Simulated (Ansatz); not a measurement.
Consider the ligand exchange at the Si–C bond: `C=N[SiH2]CF` + `O[SiH3]` → `C=N[SiH2]O[SiH3]` + `CF`.

Calculated with Ansatz (gas phase, PBE0-D4/def2-TZVP geometries, no zero-point term in ΔE). CCSD(T)/CBS is the MP2 limit (def2-TZVPP, def2-QZVPP) plus CCSD(T) − MP2 in def2-TZVPP, frozen cores. This one scheme is used for every species. Functionals use def2-TZVPP. One conformer a species, not always the lowest.

(1) Is it downhill or uphill in electronic energy at CCSD(T)/CBS, and by how much? (Best estimate.)

(2) What do these levels give: revPBE-D4, BHLYP-D4, BLYP, PBE0, MP2/def2-SVP, CCSD/def2-SVP? (An estimate is asked.)

Largest T1 diagnostic among the species: 0.013.

Answers

(1) Ansatz gave: Downhill: ΔE = -34.0 kcal/mol.

(2) The calculation gave: revPBE-D4 -29.8, BHLYP-D4 -36.7, BLYP -31.7, PBE0 -31.3, MP2/def2-SVP -34.2, CCSD/def2-SVP -34.0 kcal/mol.

From BLYP to BHLYP (50 % exact exchange), in def2-TZVPP and without D4, ΔE moves by −4.0 kcal/mol. The D4 term adds −0.9 kcal/mol with B3LYP and −0.5 kcal/mol with PBE0; it sums over pairs of atoms, weighted by their polarisabilities, and B3LYP, whose exchange is more repulsive, gets the larger term. Leaving LDA and LC-ωPBE aside and taking each functional with its dispersion term where it has one, the values spread over 6.9 kcal/mol, from BHLYP-D4 to revPBE-D4.

B3LYP here is the variant with VWN-RPA as its local correlation; programs differ in this.
